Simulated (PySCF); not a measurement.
Bonds (- single, = double, # triple, : aromatic): C1-N2, N2=C3, C3-C4, C4-C5, C5-C6, C6-Si7, Si7-C4. C1 carries H8, H9, H10; C3 carries H11; C4 carries H12; C5 carries H13, H14; C6 carries H15, H16; Si7 carries H17, H18. Stereochemistry as in C/N=C\[C@H]1CC[SiH2]1. H13, H15, H18 are cis to C3 on the ring; H14, H16, H17 are trans to C3 on the ring.

[PySCF: coordinates at the GFN2-xTB level; PBE0/pcSseg-1 with gauge-including orbitals; relativity neglected; one computed conformer; fast rotation and ring inversion assumed for equivalent nuclei; isolated molecule]

δ = σ(ref) − σ, references computed at the same level: TMS for ¹³C (186.93 ppm), ¹H (31.72 ppm), ²⁹Si (349.16 ppm); ¹⁵N (267.73 ppm) against NH3.

| atoms | nucleus | count | δ (ppm) |
| --- | --- | --- | --- |
| H17 | ¹H | 1 | 5.11 |
| H14 | ¹H | 1 | 2.73 |
| H8/H9/H10 | ¹H | 3 | 3.18 |
| C6 | ¹³C | 1 | ? |
| H13 | ¹H | 1 | 2.54 |
| C1 | ¹³C | 1 | ? |
| C5 | ¹³C | 1 | 28.1 |
| H16 | ¹H | 1 | ? |
| H18 | ¹H | 1 | 4.67 |
| N2 | ¹⁵N | 1 | 367.7 |
| H11 | ¹H | 1 | 8.04 |
| H12 | ¹H | 1 | 2.64 |
| Si7 | ²⁹Si | 1 | ? |
| C4 | ¹³C | 1 | 31.0 |
| H15 | ¹H | 1 | ? |
| C3 | ¹³C | 1 | 177.9 |

Fill in the missing shifts.

## Answers


- C1: 41.2 ppm, methyl carbon bonded to N; pulled downfield by the heteroatom
- C6: 7.9 ppm, sp3 CH2 bonded to Si; an electropositive neighbour leaves it electron-rich and shielded
- H16: 1.60 ppm, hydrogen on an sp3 CH2 bonded to Si
- H15: 1.55 ppm, hydrogen on an sp3 CH2 bonded to Si
- Si7: -25.5 ppm, silicon bonded to 2 C, 2 H, in a 4-membered ring

Shifts are as computed. Against solution values, carbons near 30 ppm lie about +3 ppm off and those near 130 ppm about +5 ppm. Of 1211 compounds with measured shifts, 218 miss one by over three times the rms of a fit or turn the order of signals round; such compounds aren't used in these exercises. Experimental scales use liquid or dissolved standards, which lie at an offset from isolated NH3 (liquid NH3: subtract about 20 ppm). Unscaled 15N shifts of sp2 nitrogen come out 20 to 40 ppm too high even then.
